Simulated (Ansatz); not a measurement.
```yaml
crystal:
  periodic: [true, true, true]
  atoms:
    - {symbol: N, position_ang: [-1.221376, 0.268514, -1.253704]}
    - {symbol: Ta, position_ang: [0.197913, 0.333941, -0.350028]}
    - {symbol: N, position_ang: [0.986090, -1.639753, -0.292791]}
    - {symbol: N, position_ang: [-0.578796, 0.904334, 1.420229]}
    - {symbol: Cl, position_ang: [2.071503, 1.186261, -1.235859]}
    - {symbol: H, position_ang: [-2.041992, 0.513437, -1.910941]}
    - {symbol: H, position_ang: [0.223943, -2.239025, -0.849987]}
    - {symbol: H, position_ang: [1.289551, -1.798584, -0.018333]}
    - {symbol: H, position_ang: [-1.217584, 1.073038, 1.465168]}
    - {symbol: H, position_ang: [0.402236, 1.124454, 2.257245]}
basis:
  gaussian: {orbitals: def2-TZVP}
hamiltonian: {xc: {name: B3LYP5}, pseudopotentials: {relativity: scalar}}
accuracy: high
output: {forces: true}
```

```sh
$ ansatz run in.yaml --threads 4 --pin off --events-out ev --progress --plain --max-ram 10444MiB
```

Shortened log:

```
Error: YAML parse error: error: line 2 column 3: crystal: missing field `lattice` (a structure is typed as `lattice` and `atoms`, a molecule's as `atoms` in Å alone, or read from a run's directory, `checkpoint`)
 --> <input>:2:3
1 | crystal:
2 |   periodic: [true, true, true]
3 |   atoms:
4 |     - {symbol: N, position_ang: [-1.221376, 0.268514, -1.253704]}
```

In this input the molecule is marked periodic without a cell. The program refused the input.
